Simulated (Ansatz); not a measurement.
(1) Predict a relaxed structure of Ru₄ (the lowest singlet isomer of a short search), charge 0, singlet, at PBE0-D4/def2-SVP (Ansatz).

Results:

(1) 
Cartesian coordinates in Å:
```
Ru -1.256 -0.528 -0.563
Ru 0.334 1.397 -0.332
Ru 0.877 -1.040 -0.568
Ru 0.045 0.171 1.463
```
Point group D2d (tolerance 0.1 Å). This is one stationary point.

In the def2 sets Ru takes a core potential; there is no spin–orbit coupling. The restricted singlet is unstable towards broken spin symmetry at other levels; at PBE0-D4/def2-SVP this wasn't settled. At PBE0-D4/def2-SVP a quintet of charge 0 lies 1.44 eV below the restricted singlet, each at its own geometry. The structure comes from a short search, and lower isomers may exist.
